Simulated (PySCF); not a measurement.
2-chlorobuta-1,3-diene (C4H5Cl), SMILES C=C(Cl)C=C. Geometry optimised at PBE-D3(BJ)/def2-SVP. Other conformers were not sampled.

All values below come from PBE-D3(BJ)/def2-SVP (PySCF 2.14.0).

Harmonic wavenumbers (cm⁻¹): 160, 243, 378, 416, 510, 629, 643, 735, 840, 873, 900, 973, 986, 1199, 1255, 1332, 1376, 1603, 1659, 3085, 3094, 3096, 3194, 3206. Rotational constants (GHz): 5.315, 3.689, 2.178; symmetry number 1.

Q: Work out the zero-point energy and the ideal-gas rigid-rotor harmonic-oscillator thermochemistry at 298.15 K and 1 atm.

A: ZPE = ½ Σ hcν = ½ × 32385 cm⁻¹ = 46.30 kcal/mol. H − E(el) = 50.34 kcal/mol. Entropy in cal/(mol K): translation 39.35, rotation 26.42, vibration 8.78, total 74.55. G − E(el) = 28.11 kcal/mol. Cp = 21.62 cal/(mol K).
